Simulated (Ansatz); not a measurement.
Calculated with Ansatz (gas phase, PBE0-D4/def2-TZVP geometries, no zero-point term in ΔE). CCSD(T)/CBS is the MP2 limit (def2-TZVPP, def2-QZVPP) plus CCSD(T) − MP2 in def2-TZVPP, frozen cores. This one scheme is used for every species. DFT in def2-TZVPP. B3LYP here is the variant with VWN-RPA as its local correlation; programs differ in this. For Ge outer-core shells are correlated without core-valence functions, which leaves a few kJ/mol of doubt a bond. Scalar relativity is left out up to krypton. Each species was taken in one conformer, which may not be the lowest.

Consider the ligand exchange at a Ge–C bond: `B[SiH2][CH2][GeH3]` + `CO[SiH2]S` → `CO[SiH2][S][GeH3]` + `B[SiH2]C`.

`B[SiH2][CH2][GeH3]`:

Z-matrix (Å, degrees):
```
Si
C 1 1.874
B 1 2.010 2 116.4
H 1 1.495 2 109.3 3 -122.5
H 1 1.496 2 109.2 3 121.7
Ge 2 1.958 1 114.1 3 -179.7
H 2 1.094 1 109.5 3 -58.3
H 2 1.094 1 109.5 3 58.8
H 3 1.197 1 119.3 2 -178.7
H 3 1.197 1 123.6 2 1.5
H 6 1.539 2 109.9 1 -60.0
H 6 1.540 2 110.7 1 179.8
H 6 1.539 2 109.9 1 59.7
```

`CO[SiH2]S`:

Cartesian coordinates in Å:
```
C -0.534 1.118 1.132
O -0.500 0.526 -0.148
Si 0.660 -0.540 -0.598
S 0.160 -1.401 -2.469
H -1.484 1.643 1.238
H -0.460 0.367 1.927
H 0.279 1.841 1.258
H 0.788 -1.578 0.461
H 1.970 0.125 -0.817
H -0.880 -2.100 -1.984
```

`CO[SiH2][S][GeH3]`:

Z-matrix (Å, degrees):
```
C
O 1 1.410
H 1 1.091 2 108.2
H 1 1.095 2 111.1 3 -119.1
H 1 1.096 2 111.7 3 119.4
Si 2 1.642 1 123.2 3 -164.4
S 6 2.113 2 108.3 1 163.2
H 6 1.489 2 107.8 1 41.9
H 6 1.486 2 112.4 1 -79.1
Ge 7 2.232 6 96.4 2 -51.4
H 10 1.535 7 105.8 6 -155.0
H 10 1.533 7 110.0 6 85.5
H 10 1.537 7 109.0 6 -35.9
```

`B[SiH2]C`:

Z-matrix (Å, degrees):
```
Si
C 1 1.876
B 1 2.010 2 116.0
H 1 1.496 2 109.7 3 -120.9
H 1 1.495 2 109.8 3 122.6
H 2 1.092 1 110.7 3 -60.3
H 2 1.092 1 110.7 3 59.3
H 2 1.092 1 111.2 3 179.5
H 3 1.197 1 119.3 2 177.5
H 3 1.197 1 123.7 2 -3.1
```

| level | ΔE (kJ/mol) |
| --- | --- |
| PBE0-D4 | -67.0 |
| B2PLYP | -63.4 |
| B3LYP | -63.4 |
| CCSD/def2-TZVPP | -58.7 |
| HF/def2-QZVPP | -66.0 |
| MP2/def2-QZVPP | -63.1 |
| HF/CBS(def2) | -65.9 |
| CCSD/CBS(def2) | -60.1 |

Q: What does CCSD(T)/CBS give? (An estimate is asked.)

A: Computed: -60.7 kJ/mol. The listed levels differ from it by -6.3, -2.7, -2.7, 2.0, -5.3, -2.4, -5.2, 0.6 kJ/mol.

Largest T1 diagnostic among the species: 0.011.

The D4 term adds −4.0 kJ/mol with B3LYP and −2.2 kJ/mol with PBE0; it sums over pairs of atoms, weighted by their polarisabilities, and B3LYP, whose exchange is more repulsive, gets the larger term. In def2-TZVPP, CCSD(T) changes the Hartree–Fock value by +6.8 kJ/mol (the triples alone add −0.6 kJ/mol) and MP2 by +3.8 kJ/mol.
